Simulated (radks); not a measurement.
Task: All-electron atom: Ba45+ in [Ne] 3s1. Calculated with a radial shooting solver on a logarithmic mesh with Libxc functionals: non-relativistic Kohn-Sham, TPSS, spin-polarised, spherical densities, point nucleus; open shells are filled with parallel spins first (spin-orbit coupling, left out, can overturn this in heavy ions); meta-GGA in the generalised Kohn-Sham scheme; relativity is left out, which matters for an element this heavy. Some entries of the table are withheld. Estimate them.

orbital,occ.,eigenvalue (eV),<1/r> (bohr^-1),<r^2> (bohr^2)
1s up,1,-38647.34,55.51,0.0009817
1s down,1,-38644.82,55.51,0.0009818
2s up,1,-8332.067,13.04,0.01524
2s down,1,-8328.649,13.04,0.01523
2p up,3,-8063.767,13.00,0.01136
2p down,3,-8060.820,13.00,0.01135
3s up,1,-3464.992,(1),0.08232
3s down,0,-3445.252,(2),0.08214

Result: 
(1) 3s up <1/r> (bohr^-1): 5.481
(2) 3s down <1/r> (bohr^-1): 5.491
